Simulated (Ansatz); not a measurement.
`[CH3][SnH]([OH])[F]` + HBr → `[CH3][SnH]([F])[Br]` + H₂O at 298.15 K and 1 bar (ligand exchange at the Sn–O bond).

Computed with Ansatz on PBE0-D4/def2-TZVP structures; ΔE is electronic, products minus reactants. CCSD(T)/CBS is the MP2 limit (def2-TZVPP, def2-QZVPP) plus CCSD(T) − MP2 in def2-TZVPP, frozen cores. This one scheme is used for every species. def2 core potentials past Kr. For Br, Sn outer-core shells are correlated without core-valence functions, which leaves a few kJ/mol of doubt a bond. Scalar relativity is left out up to krypton. Each species was taken in one conformer, which may not be the lowest.

```
              species  CCSD(T)/CBS energy (Eh)  H − E (kJ/mol)  S (J/(mol·K))
`[CH3][SnH]([OH])[F]`               -430.11060           173.6          359.7
                  HBr              -2573.91920            24.6          198.6
`[CH3][SnH]([F])[Br]`              -2927.68269           141.2          368.6
                  H₂O                -76.37941            66.4          188.7
```

H − E and S are ideal-gas, rigid-rotor, harmonic terms from PBE0-D4/def2-TZVP, for one conformer and one mirror image of each species. 1 Eh = 2625.50 kJ/mol, R = 8.31446 J/(mol·K).

Question: By hand: ΔE, ΔH, ΔS and ΔG.

Answer: ΔE = (-2927.68269) + (-76.37941) − (-430.11060) − (-2573.91920) = -0.03230 Eh = -84.8 kJ/mol. Δ(H − E) = 141.2 + 66.4 − 173.6 − 24.6 = 9.4, so ΔH = -75.4 kJ/mol. ΔS = 368.6 + 188.7 − 359.7 − 198.6 = -1.0 J/(mol·K). ΔG = -75.4 − 298.15 × (-1.0)/1000 = -75.1 kJ/mol.

Question: By hand: the equilibrium constant, and the temperature at which ΔG would vanish if ΔH and ΔS stayed fixed.

Answer: log₁₀ K = −ΔG/(RT ln 10) = 13.2. ΔG = 0 at ΔH/ΔS = 75400 K, far beyond where these terms or the molecules hold.

The number of gas molecules stays the same, so ΔS is small and ΔH decides. A doubt of 5 kJ/mol in ΔE shifts log₁₀ K by 0.9 here. Other conformers and mirror images would add mixing entropy, several J/(mol·K) or more a flexible species. Modes under 60 cm⁻¹, often nearly free rotors, make the harmonic entropy too high. These are equilibria of isolated gas molecules and say nothing of rates. Largest T1 diagnostic: 0.013 (customary marks: 0.02 for closed shells, 0.045 for open ones).
